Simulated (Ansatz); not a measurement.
C2H10N2Si (`CN([SiH3])CN`), 15 atoms. The species carries charge 0 and has multiplicity 1. All runs use 4 threads of an Intel Xeon 6975P-C on a shared host. Correlated methods freeze the cores.

Task: How many basis functions does each run have, and how long does it take in Ansatz? RKS PBE0-D4/def2-TZVP relaxation (10 steps); RHF-CCSD(T)/def2-SVP energy; direct RPA on PBE orbitals/def2-TZVPP energy; RHF-MP2/def2-QZVPP energy; RKS ωB97M-V/def2-SVP energy; RKS PBE0-D4/def2-QZVPP energy; RKS PBE0-D4/def2-TZVP frequencies; RKS ωB97M-V/def2-QZVPP energy; RKS PBE0-D4/def2-SVP energy; RKS PBE-D4/def2-TZVPP energy and forces; RKS HSE06 (plane-wave form)-D4/def2-TZVPP energy; RHF-CCSD(T)/def2-TZVPP energy. (Best estimate.)

Result: Computed: Other jobs shared the machine, so times are rough.

```tsv
level	job	functions	wall time	peak host memory (GiB)
RKS PBE0-D4/def2-SVP	energy	124	0.75 s	0.3
RKS PBE-D4/def2-TZVPP	energy and forces	306	1.9 s	0.45
RKS ωB97M-V/def2-SVP	energy	124	2.2 s	0.42
RKS HSE06 (plane-wave form)-D4/def2-TZVPP	energy	306	2.5 s	0.9
RHF-CCSD(T)/def2-SVP	energy	124	3.5 s	0.83
direct RPA on PBE orbitals/def2-TZVPP	energy	306	4.2 s	0.94
RKS PBE0-D4/def2-QZVPP	energy	598	6.5 s	2.6
RKS ωB97M-V/def2-QZVPP	energy	598	14 s	2.9
RHF-MP2/def2-QZVPP	energy	598	21 s	5.3
RKS PBE0-D4/def2-TZVP	relaxation (10 steps)	221	22 s	0.65
RKS PBE0-D4/def2-TZVP	frequencies	221	2.2 min	0.71
RHF-CCSD(T)/def2-TZVPP	energy	306	3.3 min	4.4
```
